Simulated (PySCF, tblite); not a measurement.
Isomers of C6H10OSi2. All values are computed: GFN2-xTB (tblite) harmonic vibrations without scaling, gas phase. This tight-binding method is rough: wavenumbers can miss measured ones by several per cent, in bad cases by 10 to 20. Modes of hydrogen on silicon can be 10 to 20 % off. One conformer each.

Electronic energies: PBE0-D3(BJ)/def2-SVP at its own geometries (PySCF, gas phase).

```json
{"SMILES": "C#C[C@@H]1C=CC[Si@@H]1O[SiH3]", "electronic energy, lowest = 0 (kJ/mol)": "120.9"}
{"SMILES": "O[SiH2]c1ccc([SiH3])cc1", "electronic energy, lowest = 0 (kJ/mol)": "0.0"}
{"SMILES": "C#C[C@@H]1C=CC[Si@H]1O[SiH3]", "electronic energy, lowest = 0 (kJ/mol)": "126.5"}
```

Problem. How do GFN2-xTB zero-point energies change the relative energies?

Solution. 
```
                       SMILES  ZPE (kJ/mol)  of it from modes above 1550 cm⁻¹  electronic (kJ/mol)  with ZPE, lowest = 0 (kJ/mol)  lowest mode (cm⁻¹)  rings
      O[SiH2]c1ccc([SiH3])cc1         344.4                             171.7                  0.0                            0.0                 14i      1
C#C[C@@H]1C=CC[Si@@H]1O[SiH3]         346.7                             188.1                120.9                          123.2                  26      1
 C#C[C@@H]1C=CC[Si@H]1O[SiH3]         346.0                             188.2                126.5                          128.1                  25      1
```

The zero-point energies span 2.3 kJ/mol, from `O[SiH2]c1ccc([SiH3])cc1` to `C#C[C@@H]1C=CC[Si@@H]1O[SiH3]`. Slightly imaginary modes are left out of the zero-point energy: `O[SiH2]c1ccc([SiH3])cc1` 13.5i cm⁻¹. The order is unchanged.

Problem. And how do the electronic energies of GFN2-xTB itself compare?

Solution. `O[SiH2]c1ccc([SiH3])cc1` 0.0; `C#C[C@@H]1C=CC[Si@@H]1O[SiH3]` 54.2; `C#C[C@@H]1C=CC[Si@H]1O[SiH3]` 56.9 kJ/mol, lowest = 0. Against the energies above, taken from the same isomer `O[SiH2]c1ccc([SiH3])cc1`, the largest difference is 69.6 kJ/mol. The two levels were optimised apart and needn't hold the same conformer.
